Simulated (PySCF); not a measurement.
# How methods differ on the electron affinity of Pb

Pb⁻ [Xe] 4f14 5d10 6s2 6p3 (4S) → Pb [Xe] 4f14 5d10 6s2 6p2 (3P), as a difference of total energies. All numbers are calculated (PySCF 2.14, a scalar-relativistic core potential, in aug-cc-pVTZ-PP with one added diffuse shell each of d, f type with ECP60MDF (6s5p5d3f, 67 functions)). Correlated levels: valence: 5s2 5p6 5d10 frozen. The calculations carry no spin-orbit coupling.

```tsv
method	electron affinity (eV)
UHF	0.872
MP2 (valence)	1.222
SCS-MP2 (valence)	1.086
CCSD (valence)	1.235
CCSD(T) (valence)	1.268
```

Question: How much does correlation contribute at CCSD(T) (valence)?

Answer: 1.268 − (0.872) = 0.396 eV, measured against UHF.

Spin-orbit coupling is strong in these open shells (close to jj coupling). The scalar numbers leave it out and a first-order estimate fails, so it can dominate the gap to the real levels.

Errors of the correlated levels include the incompleteness of this basis and the frozen core.

For comparison: 0.357 eV (measured; photodetachment measurements, as compiled on the Wikipedia data page of electron affinities).
